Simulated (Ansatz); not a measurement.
Isolated molecules relaxed with PBE0-D4/def2-TZVP in Ansatz; ΔE leaves out vibrations. CCSD(T)/CBS adds triple-zeta CCSD(T) − MP2 to the extrapolated MP2 energy (def2 sets, frozen cores). DFT in def2-TZVPP. B3LYP here is the variant with VWN-RPA as its local correlation; programs differ in this. Elements past krypton have def2 core potentials. For Se, Sn outer-core shells are correlated without core-valence functions, which leaves a few kJ/mol of doubt a bond. Scalar relativity is left out up to krypton. Each species was taken in one conformer, which may not be the lowest.

Consider the substitution at a C–Sn bond: `C[O][SnH]([CH3])[OH]` + `C[SeH]` → `C[Se]C` + `C[O][SnH2][OH]`.

| level | ΔE (eV) |
| --- | --- |
| r2SCAN-D4 | 0.39 |
| ωB97X-V | 0.38 |
| B2PLYP | 0.40 |
| PBE0 | 0.38 |
| B3LYP | 0.39 |
| CCSD/def2-TZVPP | 0.41 |
| SCS-MP2/def2-QZVPP | 0.41 |
| HF/CBS(def2) | 0.34 |

(1) What does CCSD(T)/CBS give? (Estimate.)

Largest T1 diagnostic among the species: 0.014.

Results:

(1) Computed: +0.44 eV. The listed levels differ from it by -0.05, -0.06, -0.04, -0.06, -0.05, -0.03, -0.03, -0.10 eV.

In def2-TZVPP, CCSD(T) changes the Hartree–Fock value by +0.07 eV (the triples alone add +0.01 eV) and MP2 by +0.08 eV.
